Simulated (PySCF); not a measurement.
C6H14O2Si, SMILES C[Si](C)(C)CC(=O)OC (GFN2-xTB optimised geometry):

```
23

C      1.749    -2.687    -2.807
O      0.888    -1.574    -2.621
C     -0.160    -1.723    -1.786
O     -0.410    -2.754    -1.211
C     -0.897    -0.449    -1.630
Si    -0.279     0.387     0.000
C     -0.962    -0.617     1.465
C      1.628     0.387     0.000
C     -0.946     2.174     0.000
H      2.752    -2.406    -2.484
H      1.760    -2.944    -3.866
H      1.388    -3.534    -2.219
H     -0.712     0.191    -2.488
H     -1.960    -0.655    -1.545
H     -2.027    -0.451     1.602
H     -0.818    -1.680     1.292
H     -0.468    -0.360     2.397
H      2.013    -0.619     0.137
H      2.024     0.764    -0.938
H      2.028     1.003     0.800
H     -0.538     2.754    -0.821
H     -2.028     2.198    -0.086
H     -0.680     2.680     0.922
```

Level of theory: PBE/def2-SVP run with PySCF.

Q: What are the frontier orbital energies and the dipole moment?

A: HOMO-2 -7.08 eV, HOMO-1 -6.80 eV, HOMO -5.94 eV, LUMO -0.36 eV, LUMO+1 0.71 eV; dipole moment 1.75 D.

Meta-Löwdin charges at PBE/def2-SVP: C1 -0.11, O2 -0.32, C3 0.46, O4 -0.44, C5 -0.45, Si6 0.87, C7 -0.55, C8 -0.55, C9 -0.55, H10 0.11, H11 0.11, H12 0.12, H13 0.12, H14 0.13, H15 0.11, H16 0.13, H17 0.11, H18 0.12, H19 0.12, H20 0.12, H21 0.11, H22 0.11, H23 0.12.
